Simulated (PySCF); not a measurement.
Isomers of C4H9FSSi, one GFN2-xTB conformer each. Single-point energies are computed at PBE0/pcSseg-1 (PySCF, gas phase, no added dispersion term), electronic only.

| SMILES | GFN2-xTB relative energy (kcal/mol) |
| --- | --- |
| CC[Si]1(F)CSC1 | 0.0 |
| CS[Si@@H]1CC[C@H]1F | 20.5 |
| F[C@@H]1S[C@@H]1CC[SiH3] | 28.0 |
| CC[SiH2][C@@H]1S[C@@H]1F | 33.1 |

Conformers: `[CH3:1][CH2:2][Si:3]1([F:4])[CH2:5][S:6][CH2:7]1` with C1–C2–Si3–F4 50°; `[CH3:1][S:2][Si@@H:3]1[CH2:4][CH2:5][C@H:6]1[F:7]` with C1–S2–Si3–C4 -87°, S2–Si3–C4–C5 -122°, Si3–C4–C5–C6 13°, C4–C5–C6–F7 -132°, S2–Si3–C6–C5 127°; `[F:1][C@@H:2]1[S:3][C@@H:4]1[CH2:5][CH2:6][SiH3:7]` with S3–C4–C5–C6 -161°, C4–C5–C6–Si7 -179°; `[CH3:1][CH2:2][SiH2:3][C@@H:4]1[S:5][C@@H:6]1[F:7]` with C1–C2–Si3–C4 -177°, C2–Si3–C4–S5 21°.

What does PBE0/pcSseg-1 give for the same structures?

```json
{"SMILES": "CC[Si]1(F)CSC1", "PBE0/pcSseg-1 E (Eh)": "-944.83555", "PBE0/pcSseg-1 (kcal/mol)": "0.0", "GFN2-xTB (kcal/mol)": "0.0", "point group": "C1"}
{"SMILES": "CS[Si@@H]1CC[C@H]1F", "PBE0/pcSseg-1 E (Eh)": "-944.76352", "PBE0/pcSseg-1 (kcal/mol)": "45.2", "GFN2-xTB (kcal/mol)": "20.5", "point group": "C1"}
{"SMILES": "CC[SiH2][C@@H]1S[C@@H]1F", "PBE0/pcSseg-1 E (Eh)": "-944.74402", "PBE0/pcSseg-1 (kcal/mol)": "57.4", "GFN2-xTB (kcal/mol)": "33.1", "point group": "C1"}
{"SMILES": "F[C@@H]1S[C@@H]1CC[SiH3]", "PBE0/pcSseg-1 E (Eh)": "-944.73525", "PBE0/pcSseg-1 (kcal/mol)": "62.9", "GFN2-xTB (kcal/mol)": "28.0", "point group": "C1"}
```

Both levels put the same isomer lowest; measured from each level's own lowest isomer, the values differ by up to 34.9 kcal/mol (F[C@@H]1S[C@@H]1CC[SiH3]: 28.0 against 62.9). As drawn, the lowest has a four-membered ring and an Si–F bond, which the highest lacks; the highest has a three-membered ring, which the lowest lacks.

Which frontier levels, dipoles and rotational constants go with these structures?

| SMILES | HOMO (eV, PBE0/pcSseg-1) | LUMO (eV) | dipole (D) | A, B, C (MHz) |
| --- | --- | --- | --- | --- |
| CC[Si]1(F)CSC1 | -6.37 | 0.12 | 2.56 | 3283, 1083, 1022 |
| CS[Si@@H]1CC[C@H]1F | -6.97 | -0.15 | 2.72 | 3475, 996.5, 869.4 |
| CC[SiH2][C@@H]1S[C@@H]1F | -6.84 | -0.14 | 1.26 | 2785, 1056, 1027 |
| F[C@@H]1S[C@@H]1CC[SiH3] | -6.99 | 0.07 | 2.12 | 4000, 754.5, 688.1 |
